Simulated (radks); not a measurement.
Ga I, configuration [Ar] 3d10 4s2 4p1 (the NIST ground configuration). All-electron calculation, scalar-relativistic Kohn-Sham, PBE, spin-unpolarised, spherical densities, finite nucleus; Fermi nuclear charge, rms radius 3.9973 fm. Program: a radial shooting solver on a logarithmic mesh with Libxc functionals.

Local quantities along the radius. ELF = 1/(1 + alpha^2) is the electron localisation function; alpha = (tau - tau_W)/tau_unif compares the Pauli kinetic energy density with that of the uniform gas; 4 pi r^2 rho is in e/bohr; s = |grad rho|/(2 (3 pi^2)^(1/3) rho^(4/3)) is the reduced gradient. tau is taken from the large components.

r (bohr),ELF,alpha,4 pi r^2 rho,s
0.001618,1.000,0.01790,0.7191,0.5443
0.001868,1.000,0.01790,0.9372,0.5235
0.002141,1.000,0.01799,1.201,0.5070
0.002472,1.000,0.01820,1.558,0.4925
0.002855,1.000,0.01853,2.014,0.4807
0.003297,1.000,0.01901,2.593,0.4715
0.003778,1.000,0.01961,3.281,0.4650
0.004363,1.000,0.02043,4.188,0.4603
0.005038,1.000,0.02149,5.317,0.4577
0.005772,0.999,0.02276,6.622,0.4572
0.006666,0.999,0.02446,8.293,0.4587
0.007699,0.999,0.02664,10.30,0.4625
0.008891,0.999,0.02944,12.66,0.4685
0.01019,0.999,0.03286,15.23,0.4765
0.01176,0.999,0.03761,18.30,0.4877
0.01359,0.998,0.04399,21.65,0.5019
0.01557,0.997,0.05217,24.98,0.5186
0.01798,0.996,0.06423,28.53,0.5401
0.02076,0.993,0.08158,31.87,0.5661
0.02398,0.989,0.1073,34.74,0.5970
0.02747,0.980,0.1439,36.74,0.6308
0.03172,0.960,0.2041,37.87,0.6708
0.03664,0.917,0.3007,37.83,0.7125
0.04198,0.834,0.4455,36.77,0.7476
0.04848,0.683,0.6817,34.84,0.7682
0.05598,0.494,1.012,32.64,0.7512
0.06466,0.348,1.370,30.94,0.6756
0.07408,0.290,1.566,30.49,0.5524
0.08555,0.315,1.476,31.73,0.4105
0.0988,0.424,1.166,34.72,0.3155
0.1132,0.573,0.8636,38.47,0.2909
0.1307,0.709,0.6400,42.14,0.3211
0.151,0.785,0.5227,43.92,0.3880
0.1744,0.802,0.4973,42.65,0.4775
0.1998,0.756,0.5688,38.52,0.5732
0.2307,0.605,0.8075,32.18,0.6638
0.2664,0.373,1.297,25.91,0.6830
0.3052,0.234,1.809,22.02,0.5628
0.3525,0.242,1.769,21.09,0.3424
0.4071,0.400,1.224,22.89,0.2172
0.4702,0.609,0.8006,25.48,0.2292
0.5387,0.729,0.6105,26.69,0.3032
0.6221,0.771,0.5447,25.45,0.4056
0.7184,0.757,0.5673,21.74,0.5216
0.8231,0.694,0.6638,17.01,0.6432
0.9506,0.570,0.8685,12.01,0.7814
1.098,0.405,1.213,7.950,0.9107
1.268,0.264,1.671,5.165,0.9905
1.453,0.199,2.004,3.551,0.9863
1.678,0.207,1.956,2.565,0.9230
1.937,0.292,1.557,1.977,0.8825
2.22,0.425,1.164,1.577,0.9161
2.563,0.547,0.9100,1.211,1.032
2.96,0.581,0.8485,0.8776,1.224
3.419,0.511,0.9786,0.5915,1.488
3.917,0.370,1.306,0.3797,1.812
4.524,0.212,1.928,0.2212,2.253
5.224,0.106,2.910,0.1202,2.841
5.985,0.052,4.259,0.06329,3.623
6.912,0.024,6.384,0.02951,4.886
7.983,0.010,9.983,0.01228,6.973
9.22,0.003,17.12,0.004411,10.60
10.56,0.001,32.16,0.001420,16.75
12.2,0.000,72.91,0.0003484,29.12

On this mesh the ELF has minima near r = 0.074, 0.31, 1.5 bohr, which separate the shells, and maxima near 0.17 (0.80), 0.62 (0.77), 3.0 (0.58).
